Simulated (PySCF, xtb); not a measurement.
Si(F)(Cl)(OH)(OMe) (CH₄ClFO₂Si), SMILES CO[Si](O)(F)Cl. The values are those of a single conformer.

Harmonic wavenumbers (cm⁻¹) from GFN2-xTB (xtb 6.7.1) at its own minimum, in rising order: 51, 97, 130, 180, 188, 252, 270, 283, 340, 503, 772, 800, 871, 953, 1129, 1140, 1194, 1411, 1469, 1474, 2967, 2983, 3004, 3659.

Question: What does PySCF with PBE-D3(BJ)/def2-SVP give at its own minimum? (The exact figures need the calculation; the answer reports its results.)

Answer: 46, 97, 130, 171, 225, 266, 300, 327, 364, 529, 750, 793, 917, 963, 1129, 1136, 1180, 1422, 1423, 1426, 2942, 3022, 3063, 3771. Paired by order, the mean absolute difference is 26 cm⁻¹ and the zero-point energies are 37.3 and 37.7 kcal/mol.
